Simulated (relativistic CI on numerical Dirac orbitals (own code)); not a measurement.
Hg44+: sensitivity of the levels to the model

Base calculation: Dirac-Coulomb-Breit CI, KLI orbitals optimised for each configuration, model QED (radiative potential, 1s self-energy scaled to tabulated hydrogen-like ionisation energies), unscaled Slater integrals.

Configurations in the expansion (outside the closed core [Ar] 3d10): 4s²4p⁶, 4s²4p⁵4d, 4s4p⁶4d, 4s²4p⁵4f, 4s4p⁶4f, 4p⁶4d4f, 4s²4p⁵5s, 4s²4p⁵5p, 4s4p⁶5s, 4s²4p⁵5d, 4s4p⁶5p, 4s²4p⁵5f, 4s²4p⁵5g, 4s4p⁶5d, 4p⁶4f5s, 4s4p⁶5f, 4s²4p⁵6s, 4s²4p⁵6p, 4s4p⁶5g, 4s²4p⁵6d, 4s²4p⁵6f, 4p⁶4d², 4p⁵4d³, 4p⁵4d²4f, 4p⁵4d²5s, 4p⁵4d²5p, 4p⁶4f², 4p⁵4d4f², 4p⁵4f³, 4p⁵4f²5s, 4p⁵4f²5p, 4p⁶4d5s, 4p⁵4d4f5s, 4p⁵4d5s², 4p⁵4d5s5p. Double excitations out of closed p, d and f shells are left out; levels of such configurations are missing from the list, as are those of other unlisted configurations, and high levels can miss mixing partners. These lack a partner that the ground configuration has and come out too high: 4s²4p⁵5d, 4s²4p⁵5f, 4s²4p⁵5g, 4s²4p⁵6s, 4s²4p⁵6p.

The lowest level and the first level of each name with at least 55 % of one term (blank where a level has no safe partner in the second run):

```csv
Level,Base (eV),Shift (eV)
4s²4p⁶ ¹S0,0.000,0.000
4s²4p⁵4d ³P°0,169.885,+0.490
4s²4p⁵4d ³P°1,175.542,+0.595
4s²4p⁵4d ³F°3,178.447,+0.641
4s²4p⁵4d ³F°4,203.704,+1.265
4s²4p⁵4d ³D°3,212.862,+1.184
4s²4p⁵4d ³F°2,316.509,+2.078
4s²4p⁵4f ³D1,410.219,+1.417
4s²4p⁵4f ³D2,417.232,+1.614
4s²4p⁵4f ³G4,422.943,+1.726
4s²4p⁵4f ³F3,425.907,+1.704
4s²4p⁵4f ³G5,428.130,+2.125
4s²4p⁵4f ¹F3,430.130,+1.947
4s²4p⁵4f ³F4,436.018,+2.042
```

At this charge energies of transitions that change n are usually good to better than 1 %, and those within a shell (Δn = 0) to a few per cent.

**Question.** One thing was changed in a second run, which moved the levels as shown. Which?
A. valence Slater integrals scaled by 0.9
B. non-relativistic limit
C. QED terms removed
D. configuration mixing switched off
E. Breit term removed

**Answer.** E. Breit term removed. The Breit term mainly narrows fine-structure intervals, so removing it widens them.

LS names give the leading component of a level, which can be under half, so a name can repeat, a term be missing and a line seem to break the LS rules.
